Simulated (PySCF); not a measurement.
These compounds are isomers of formula C7H8FN.

A. `C(=C)C(=C)[C@@](C)(F)C#N`
B. SMILES NCc1ccc(F)cc1
C. SMILES C=CC/C(F)=C(\C)C#N

Spectrum 1. 1H NMR (400 MHz, computed): δ 6.65 (m, 1H), 6.05 (m, 1H), 6.01 (m, 1H), 5.77 (m, 1H), 5.68 (m, 1H), 1.94 (m, 3H). 13C{1H} NMR (computed): δ 151.5 (C), 141.8 (CH), 126.1 (CH2), 125.5 (CH2), 123.1 (C), 87.9 (C), 30.5 (CH3).

Spectrum 2. 1H NMR (400 MHz, computed): δ 5.96 (m, 1H), 5.63 (m, 1H), 5.46 (m, 1H), 3.22 (m, 2H), 1.85 (s, 3H). 13C{1H} NMR (computed): δ 181.5 (C), 138.5 (CH), 126.7 (CH2), 120.7 (C), 95.1 (C), 42.1 (CH2), 15.0 (CH3).

Spectrum 3. 1H NMR (400 MHz, computed): δ 7.46 (m, 2H), 7.34 (m, 2H), 3.79 (s, 2H), 0.67 (br s, 2H). 13C{1H} NMR (computed): δ 171.7 (C), 149.0 (C), 134.2 (CH), 122.1 (CH), 53.7 (CH2).

In vacuum, single conformer, no relativistic terms, one averaged value for each set of equivalent atoms. GIAO PBE0/pcSseg-1 shieldings; structure optimised with GFN2-xTB; PySCF 2.14.

Scale: TMS for 1H (31.72 ppm), 13C (186.93 ppm) (reference shieldings calculated alike). Splittings of carbon signals by F and P are missing where no couplings were computed. Where no couplings were computed, multiplicities follow the n + 1 count of equivalent neighbours, and m marks all less simple cases (inequivalent or close neighbours, rings, F or P nearby). Shifts are as computed. Against solution values, carbons near 30 ppm lie about +3 ppm off and those near 130 ppm about +5 ppm. Of 1211 compounds with measured shifts, 218 miss one by over three times the rms of a fit or turn the order of signals round; such compounds aren't used in these exercises. OH and NH positions are gas-phase values without hydrogen bonding to other molecules.

**Question.** Which spectrum belongs to which compound?

**Answer.** 1–A, 2–C, 3–B.

- Spectrum 1 (A): 7 13C signals; δC 151.5 is a fully substituted alkene carbon; δC 141.8 is an alkene CH.
- Spectrum 2 (C): 7 13C signals; δC 138.5 is an alkene CH; δC 126.7 is a terminal =CH2 carbon.
- Spectrum 3 (B): 5 13C signals; δC 171.7 is an aromatic carbon bearing fluorine; δC 134.2 is an aromatic CH.
